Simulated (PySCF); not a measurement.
# Zinc: a sound run and one with changed settings

Sound run: Zn⁺ [Ar] 3d10 4s1, Zn²⁺ [Ar] 3d10. All numbers are calculated (PySCF 2.14, the spin-free X2C one-electron Hamiltonian (Gaussian nucleus), in aug-cc-pVDZ-DK (7s6p4d2f, 59 functions)). In the sound run the correlated levels freeze [Ar]. The sound run starts from symmetry-adapted Hartree-Fock orbitals and uses a fine grid where one is needed.

Changed run: all electrons correlated in a basis built for the valence shell.

```
species  method  sound run (hartree)  changed run (hartree)  converged
    Zn⁺     MP2          -1794.39840            -1794.61318        yes
   Zn²⁺     MP2          -1793.74337            -1793.95498        yes
```

Ionisation energy of Zn⁺:

```json
{"method": "UHF", "sound run (eV)": "16.854", "changed run (eV)": "16.854"}
{"method": "MP2", "sound run (eV)": "17.824", "changed run (eV)": "17.910"}
{"method": "SCS-MP2", "sound run (eV)": "17.674", "changed run (eV)": "17.734"}
```

A valence basis has no tight correlating functions, so it recovers only part of the core correlation, and not evenly between atom and ion.

For comparison, NIST gives 17.964 eV between the lowest levels.
